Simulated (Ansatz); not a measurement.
Diborane 1,1-di F (B2H4F2). Total charge 0; singlet. Geometry relaxed at PBE-D4/def2-TZVP.

| atom | x (Å) | y (Å) | z (Å) |
| --- | --- | --- | --- |
| B1 | -0.115 | -0.146 | -0.857 |
| F2 | -1.332 | -0.053 | -1.408 |
| F3 | 0.924 | -0.465 | -1.641 |
| H4 | 0.173 | 0.997 | -0.090 |
| B5 | 0.117 | 0.148 | 0.874 |
| H6 | 1.224 | 0.052 | 1.312 |
| H7 | -0.844 | 0.430 | 1.525 |
| H8 | -0.147 | -0.964 | 0.286 |

**Question.** Estimate the harmonic wavenumbers at RKS PBE-D4/def2-TZVP (Ansatz, unscaled). Is this a minimum?

**Answer.** 219, 440, 457, 561, 623, 677, 790, 939, 1098, 1109, 1146, 1339, 1519, 1543, 2147, 2166, 2571, 2675 cm⁻¹. Yes, no mode is imaginary beyond noise. Zero-point energy 131.7 kJ/mol. It took 23 s on 4 threads of Arm Neoverse V2 on a shared host.
